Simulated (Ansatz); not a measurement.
C2H8AlClO, SMILES `[CH3][Al-]([CH3])([OH2+])[Cl]`. The species carries charge 0 and has multiplicity 1. The structure was optimised at the PBE0-D4/def2-TZVP level. It is one conformer, not always the lowest.

```xyz
13

C    -1.580   -0.019   -1.154
Al   -0.255    0.232    0.252
C     1.532    0.964   -0.071
O     0.222   -1.631    0.859
Cl   -1.088    0.691    2.205
H    -1.150   -0.501   -2.038
H    -2.422   -0.630   -0.817
H    -1.992    0.941   -1.481
H     2.177    0.924    0.813
H     2.051    0.453   -0.891
H     1.468    2.018   -0.359
H     1.174   -1.770    0.923
H    -0.137   -1.673    1.759
```

Question: What is the dipole moment at ωB97M-V/def2-TZVPP? (An estimate is asked.)

Answer: Ansatz gave: 4.14 D, with components (2.48, -3.32, 0.07) D in this frame, pointing from negative to positive charge.

Question: And with PBE, r2SCAN, B3LYP? (Estimate.)

Answer: Computed: PBE 4.01 D, r2SCAN 4.14 D, B3LYP 4.10 D.

Question: Give the Mulliken charges with ωB97M-V, PBE, B3LYP in def2-TZVPP. (Best estimate.)

Answer: Ansatz gave: 
| atom | ωB97M-V | PBE | B3LYP |
| --- | --- | --- | --- |
| C1 | -0.53 | -0.45 | -0.45 |
| Al2 | 0.54 | 0.46 | 0.55 |
| C3 | -0.57 | -0.48 | -0.48 |
| O4 | -0.16 | -0.16 | -0.18 |
| Cl5 | -0.33 | -0.34 | -0.37 |
| H6 | 0.10 | 0.08 | 0.08 |
| H7 | 0.10 | 0.09 | 0.08 |
| H8 | 0.11 | 0.09 | 0.09 |
| H9 | 0.10 | 0.08 | 0.08 |
| H10 | 0.11 | 0.09 | 0.08 |
| H11 | 0.11 | 0.10 | 0.09 |
| H12 | 0.22 | 0.22 | 0.22 |
| H13 | 0.22 | 0.21 | 0.22 |

B3LYP here is the variant with VWN-RPA as its local correlation; programs differ in this.
